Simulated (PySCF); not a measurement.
Sn(F)2(OH)(NH2) (F2H3NOSn), SMILES [NH2][Sn]([OH])([F])[F].

Geometry: PBE-D3(BJ)/def2-SVP. A frequency run showed that this geometry is not a minimum. The structure was generated by enumeration; whether it is a known compound was not checked. The def2 effective core potentials stand for the cores of Sn; spin–orbit coupling is left out. One conformer was computed; it need not be the lowest.

These are IEF-PCM-M06-2X/def2-SVP in PySCF values and carry that method's errors.

The values are the electrostatic part of the solvation free energy, E(continuum) − E(gas) at the gas-phase geometry, in a cavity of scaled van der Waals radii (PySCF's table); cavitation and dispersion terms are not included. A continuum can't describe solvent molecules that bind to the metal. In vacuum the orbital gap is 9.07 eV. The dipole moment in vacuum is 2.33 D.

Problem. Estimate the values in water (ε = 78.36), chloroform (ε = 4.71), 1-octanol (ε = 9.86). (An estimate is asked for; the answer gives what the named calculation found.)

Solution. 
```json
[
 {"solvent": "water", "ε": "78.36", "ΔG(elec) (kcal/mol)": "-13.1", "dipole (D)": "2.77", "gap (eV)": "8.94"},
 {"solvent": "chloroform", "ε": "4.71", "ΔG(elec) (kcal/mol)": "-9.3", "dipole (D)": "2.65", "gap (eV)": "8.97"},
 {"solvent": "1-octanol", "ε": "9.86", "ΔG(elec) (kcal/mol)": "-11.3", "dipole (D)": "2.72", "gap (eV)": "8.95"}
]
```
